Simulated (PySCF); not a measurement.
C4H6BNO, SMILES B1(C(=C)OC1=C)N.

The structure is a stationary point at r2SCAN-D4/def2-SVP. This is a generated structure with no PubChem entry under its InChIKey; it may be hypothetical. Other conformers were not sampled.

Two levels are set side by side: TDA-PBE/def2-SVPD (PySCF) and TDA-LC-ωPBE/def2-SVPD (PySCF). Vertical, same geometry. The lowest singlet is HOMO→LUMO 90 % with PBE and HOMO→LUMO 96 % with the other functional; states are paired by order. Differences are taken from unrounded values.

| quantity | TDA-LC-ωPBE |
|---|---|
| lowest singlet excitation (eV) | 5.23 |
| lowest triplet excitation (TDA) (eV) | 3.04 |
| first bright state (f over 0.05) (eV) | 6.51 |
| its oscillator strength | 0.44 |

**Question.** What does TDA-PBE give, and how far is it from TDA-LC-ωPBE? (The exact figures need the calculation; the answer reports its results.)

**Answer.** 
```
quantity                               TDA-PBE  TDA-PBE minus TDA-LC-ωPBE
-------------------------------------  -------  -------------------------
lowest singlet excitation (eV)            3.95                      -1.28
lowest triplet excitation (TDA) (eV)      2.64                      -0.39
first bright state (f over 0.05) (eV)     6.48                      -0.03
its oscillator strength                   0.95                       0.50
```

A lower first singlet is the usual sign of a functional without exact exchange. Differences between two approximate levels are no errors against the true value.

Rough cost on one machine, each run with all the roots and properties that it gave: TDA-LC-ωPBE against TDA-PBE about 3 times.
